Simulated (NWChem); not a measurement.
A series in which one site is exchanged, each optimised at PBE0/def2-SVP with NWChem, gas phase unless a solvent is named. All stand in one matching conformer (torsions within 35°), which need not be the lowest. Low-valent species are run as closed-shell singlets; no triplet was tried in these runs. For some, no frequency run checked for a minimum. def2 effective core potentials on Sn, I; no spin-orbit coupling.

A: [SnH][NH2] (SnNH3; site = H)
B: [NH2][Sn][F] (SnNH$_{2}$F; site = F)
C: [NH2][Sn][Br] (SnNH2Br; site = Br)
D: [NH2][Sn][I] (SnNH2I; site = I)

```
quantity                                          A    B     C     D
---------------------------------------------  ----  ---  ----  ----
dipole (D), PBE0/def2-SVP                      1.18  [?]  3.38  3.50
orbital gap (eV), PBE0/def2-SVP                4.58  [?]  5.17  4.74
static polarisability, PBE0/def2-SVPD (bohr³)  56.0  [?]  75.7  92.3
```

### Question
What belongs in the gaps?

### Answer

- dipole (D), PBE0/def2-SVP, B: 2.88
- orbital gap (eV), PBE0/def2-SVP, B: 5.63
- static polarisability, PBE0/def2-SVPD (bohr³), B: 49.9
